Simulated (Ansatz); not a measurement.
Start from `C=CBC[SiH3]` and change one atom or group to get `C=NBC[SiH3]`.

Ansatz, PBE0-D4/def2-TZVP geometries, multiplicity 1. Each molecule was computed in one conformer, which needn't be the lowest.

```json
{"property": "HOMO energy (PBE0/def2-TZVPP) / eV", "`C=CBC[SiH3]`": "-8.12"}
{"property": "HOMO energy (PBE/def2-TZVPP) / eV", "`C=CBC[SiH3]`": "-7.04"}
{"property": "size of the dipole moment (ωB97M-V/def2-TZVPP) / D", "`C=CBC[SiH3]`": "1.09"}
{"property": "LUMO energy (B3LYP/def2-TZVPP) / eV", "`C=CBC[SiH3]`": "-2.03"}
{"property": "LUMO energy (ωB97M-V/def2-TZVPP) / eV", "`C=CBC[SiH3]`": "0.14"}
{"property": "HOMO–LUMO gap (ωB97M-V/def2-TZVPP) / eV", "`C=CBC[SiH3]`": "10.48"}
```

(1) What does the change do to each property? (Estimate.)

Answers

(1) Computed: 
| property | `C=NBC[SiH3]` | shift |
| --- | --- | --- |
| HOMO energy (PBE0/def2-TZVPP) / eV | -7.53 | 0.59 |
| HOMO energy (PBE/def2-TZVPP) / eV | -6.27 | 0.77 |
| size of the dipole moment (ωB97M-V/def2-TZVPP) / D | 2.18 | 1.09 |
| LUMO energy (B3LYP/def2-TZVPP) / eV | -1.14 | 0.89 |
| LUMO energy (ωB97M-V/def2-TZVPP) / eV | 1.26 | 1.12 |
| HOMO–LUMO gap (ωB97M-V/def2-TZVPP) / eV | 11.06 | 0.58 |

With PBE0 the HOMO rises by 0.59 eV and the LUMO rises by 0.95 eV, so the gap widens by about 0.36 eV. PBE moves the HOMO by 0.77 eV and ωB97M-V by 0.53 eV. Dipoles are sizes alone; their direction can turn.

B3LYP here is the variant with VWN-RPA as its local correlation; programs differ in this.
